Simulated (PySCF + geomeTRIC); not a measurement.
Species: [Zr(H)4] (charge 0, multiplicity 1).

Question: Give a relaxed geometry from PySCF + geomeTRIC with BP86-D3(BJ)/def2-SVP.

Answer: the end point of this relaxation.
Z-matrix (Å, degrees):
```
Zr
H 1 1.8547
H 1 1.8547 2 109.47
H 1 1.8547 2 109.47 3 -120.00
H 1 1.8547 2 109.47 3 120.00
```
